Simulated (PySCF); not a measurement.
Calculated NMR parameters of CCn1nc(F)cc1C(F)(F)F

- Formula: C6H6F4N2
- SMILES: CCn1nc(F)cc1C(F)(F)F
- InChI: InChI=1S/C6H6F4N2/c1-2-12-4(6(8,9)10)3-5(7)11-12/h3H,2H2,1H3
- Point group of the computed structure: C1
- Degrees of unsaturation: 3
- Carbon signals: 6
- Proton signals: 3

Mapped SMILES: `[CH3:1][CH2:2][n:3]1[n:4][c:5]([F:6])[cH:7][c:8]1[C:9]([F:10])([F:11])[F:12]`. Each H is labelled by its parent atom.

- geometry: GFN2-xTB
- shieldings: GIAO PBE0/pcSseg-1
- program: PySCF
- non-relativistic, in vacuum, single conformer, rapidly exchanging positions averaged

Chemical shifts δ = σref − σ; ¹H (σref 31.72) and ¹³C (σref 186.93) vs TMS; ¹⁹F (σref 170.95) against CFCl3; ¹⁵N (σref 267.73) against NH3, all at this level.

| carbon | δC, type | δH (multiplicity) | HMBC from (2–3 bonds) | span of the C tensor (ppm) |
| --- | --- | --- | --- | --- |
| C1 | 19.2, CH3 | 1.47 (t) | H(C2) | 35 |
| C2 | 49.0, CH2 | 4.29 (q) | H(C1) | 59 |
| C5 | 170.6, C | – | H(C7) | 115 |
| C7 | 99.8, CH | 6.34 (m) | – | 126 |
| C8 | 136.1, C | – | H(C7), H(C2) | 124 |
| C9 | 129.3, C | – | H(C7) | 18 |

Other nuclei:
| atoms | nucleus | environment | δ (ppm) | σ (ppm) |
| --- | --- | --- | --- | --- |
| F10/F11/F12 | ¹⁹F | fluorine of a CF3 group | -76.9 | 247.9 |
| F6 | ¹⁹F | aryl fluorine | -140.5 | 311.5 |
| N4 | ¹⁵N | pyridine-type nitrogen of an azole | 321.6 | -53.9 |
| N3 | ¹⁵N | pyrrole-type ring nitrogen | 219.1 | 48.6 |

Carbon types of the structure: 3 × C, 1 × CH, 1 × CH2, 1 × CH3, which accounts for all hydrogens. δC 170.6: aromatic carbon bearing fluorine; an ipso carbon deshielded by its heteroatom. δC 136.1: substituted aromatic carbon next to a ring nitrogen. δC 129.3: CF3 carbon; 3 electronegative neighbours deshield it. δC 99.8: aromatic CH. δC 19.2: methyl carbon; aliphatic region, no heteroatom directly attached.

Splittings by ¹⁹F in the carbon and heteronuclear signals aren't shown, as no couplings were computed. Shifts are as computed. Against solution values, carbons near 30 ppm lie about +3 ppm off and those near 130 ppm about +5 ppm. Of 1211 compounds with measured shifts, 218 miss one by over three times the rms of a fit or turn the order of signals round; such compounds aren't used in these exercises. Unscaled 19F shifts against computed CFCl3 carry errors that often reach 10 to 50 ppm. Experimental scales use liquid or dissolved standards, which lie at an offset from isolated NH3 (liquid NH3: subtract about 20 ppm). Unscaled 15N shifts of sp2 nitrogen come out 20 to 40 ppm too high even then. Multiplicities follow the n + 1 count of equivalent neighbours, as no J values were calculated; m marks all less simple cases, F and P coupling included.
